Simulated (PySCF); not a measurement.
C₄H₇FO₂, SMILES C[C@@]1(F)[C@H](O)[C@@H]1O. Geometry: PBE-D3(BJ)/def2-SVP. The structure was generated by enumeration; whether it is a known compound was not checked. Other conformers were not sampled.

Task: Give the equilibrium geometry at PBE-D3(BJ)/def2-SVP (PySCF confirms it by a frequency run) as a Z-matrix. (Estimate from the structure and the level; the computed values follow.)

Result: This is not unique; one that fits is 
```
C
F 1 1.3892
C 1 1.4984 2 112.94
H 3 1.1077 1 110.13 2 -179.50
H 3 1.1090 4 108.03 1 120.94
H 3 1.1096 4 108.06 5 117.51
C 1 1.5187 2 112.03 3 -143.87
O 7 1.4021 1 116.01 2 -5.34
H 8 0.9801 7 106.27 1 26.93
H 7 1.1055 8 114.78 9 -121.25
C 1 1.5228 2 115.42 9 -73.51
O 11 1.3824 1 120.36 2 -2.13
H 12 0.9860 11 104.09 1 71.59
H 11 1.1055 12 114.28 13 -141.40
```
